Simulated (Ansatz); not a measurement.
`F[CH]([SiH3])[GaH2]` + `[OH][SbH2]` → `[GaH2][O][SbH2]` + `FC[SiH3]` at 500 K and 1 bar (ligand exchange at a Ga–C bond).

Gas-phase electronic energies from Ansatz, PBE0-D4/def2-TZVP geometries. CBS: MP2 limit from def2 TZ/QZ plus the TZ coupled-cluster correction, frozen cores. Elements past krypton have def2 core potentials. For Ga, Sb outer-core shells are correlated without core-valence functions, which leaves a few kJ/mol of doubt a bond. Scalar relativity is left out up to krypton.

| species | CCSD(T)/CBS energy (Eh) | H − E (kJ/mol) | S (J/(mol·K)) |
| --- | --- | --- | --- |
| `F[CH]([SiH3])[GaH2]` | -2354.42561 | 197.0 | 422.8 |
| `[OH][SbH2]` | -316.98030 | 96.1 | 310.6 |
| `[GaH2][O][SbH2]` | -2241.53579 | 119.2 | 400.4 |
| `FC[SiH3]` | -429.90570 | 175.1 | 332.8 |

H − E and S are ideal-gas, rigid-rotor, harmonic terms from PBE0-D4/def2-TZVP, for one conformer and one mirror image of each species. 1 Eh = 2625.50 kJ/mol, R = 8.31446 J/(mol·K).

By hand: ΔE, ΔH, ΔS and ΔG.

ΔE = (-2241.53579) + (-429.90570) − (-2354.42561) − (-316.98030) = -0.03558 Eh = -93.4 kJ/mol. Δ(H − E) = 119.2 + 175.1 − 197.0 − 96.1 = 1.2, so ΔH = -92.2 kJ/mol. ΔS = 400.4 + 332.8 − 422.8 − 310.6 = -0.2 J/(mol·K). ΔG = -92.2 − 500 × (-0.2)/1000 = -92.1 kJ/mol.

By hand: the equilibrium constant, and the temperature at which ΔG would vanish if ΔH and ΔS stayed fixed.

log₁₀ K = −ΔG/(RT ln 10) = 9.6. ΔG = 0 at ΔH/ΔS = 461000 K, far beyond where these terms or the molecules hold.

The number of gas molecules stays the same, so ΔS is small and ΔH decides. A doubt of 5 kJ/mol in ΔE shifts log₁₀ K by 0.5 here. Other conformers and mirror images would add mixing entropy, several J/(mol·K) or more a flexible species. Modes under 60 cm⁻¹, often nearly free rotors, make the harmonic entropy too high. These are equilibria of isolated gas molecules and say nothing of rates. Largest T1 diagnostic: 0.016 (customary marks: 0.02 for closed shells, 0.045 for open ones).
